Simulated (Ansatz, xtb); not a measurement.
C4H6N2SSe: which of two isomers lies lower

We compare a, `[SeH]CCc1ncsn1`, a singlet, with b, `C[Se]Cc1ncsn1`, a singlet. Both are isolated molecules in the gas phase, relaxed with PBE0-D3(BJ)/def2-SVP; the shapes shown needn't be the lowest conformers.

a (Å):

```xyz
14

C    -1.9987   -1.3089    0.0681
C    -0.5161   -1.6460    0.1559
C     0.2704   -0.9043   -0.8771
C     1.0172    0.8880   -1.8551
N     0.2888    0.4664   -0.8652
N     0.9345   -1.5359   -1.8164
S     1.6648   -0.4053   -2.7835
Se   -3.1025   -2.2265    1.3923
H    -2.5408   -1.5035    2.5444
H    -2.4126   -1.6268   -0.9009
H    -2.1597   -0.2257    0.1550
H    -0.1333   -1.3648    1.1508
H    -0.3495   -2.7230    0.0240
H     1.2043    1.9416   -2.0777
```

b (Å):

```xyz
14

C    -2.4537   -0.3637    0.8995
C    -0.1312   -2.0533    0.3266
C     0.3546   -1.3912   -0.9123
C     0.6519    0.2914   -2.2571
N     0.1785   -0.0430   -1.0943
N     0.9388   -2.0837   -1.8625
S     1.3085   -1.0516   -3.1029
Se   -2.0849   -2.1990    0.3830
H    -2.1277   -0.1792    1.9325
H    -1.9441    0.3214    0.2099
H    -3.5413   -0.2257    0.8308
H     0.2557   -3.0786    0.3695
H     0.1943   -1.5021    1.2201
H     0.6394    1.3087   -2.6567
```

Which of the two would you expect CCSD(T)/def2-SVP + ΔMP2/def2-TZVPP electronic energies to favour?

Too close to call at this level: CCSD(T)/def2-SVP + ΔMP2/def2-TZVPP gives E(b) − E(a) = −0.009 eV.

The same difference at several levels:

```csv
level,geometry,E(b) − E(a) (eV),departure from the last row (eV),"job, with rough time for the two"
GFN2-xTB,GFN2-xTB,+0.050,+0.059,"optimisation, 0.25 s"
HF/STO-3G,GFN2-xTB,−0.144,−0.134,"single point, 0.68 s"
r2SCAN-D4/def2-SVP,GFN2-xTB,+0.042,+0.052,"single point, 5.5 s"
PBE0-D3(BJ)/def2-SVP,PBE0-D3(BJ)/def2-SVP,+0.049,+0.059,"optimisation, 53 s"
HF/def2-SVP,PBE0-D3(BJ)/def2-SVP,+0.155,+0.164,part of the CCSD(T) run
MP2/def2-SVP,PBE0-D3(BJ)/def2-SVP,+0.105,+0.115,part of the CCSD(T) run
CCSD(T)/def2-SVP,PBE0-D3(BJ)/def2-SVP,+0.138,+0.147,single point
CCSD(T)/def2-SVP + ΔMP2/def2-TZVPP,PBE0-D3(BJ)/def2-SVP,−0.009,,"single point, 3 min"
```

As drawn, b has 1 C–Se, 1 C–H in place of 1 C–C, 1 Se–H.

The largest departure from CCSD(T)/def2-SVP + ΔMP2/def2-TZVPP is that of HF/def2-SVP, 0.164 eV. The last row adds to CCSD(T) the change of the MP2 difference between the two basis sets, here −0.147 eV, a large step that makes the value less sure.

With thermal terms from frequencies at re-optimised GFN2-xTB minima (ideal gas, soft modes damped towards free rotors, one conformer each, 298.15 K, 1 atm): the zero-point term adds +0.045 eV; ΔH is +0.040 and ΔG +0.036 eV.

The correlated steps freeze 20 core orbitals; the filled d shell of Se is correlated, in a basis made for valence electrons. Codes used: Ansatz 0.2.0, xtb 6.7.1; the last row on 4 threads of Arm Neoverse V2 on a shared host.
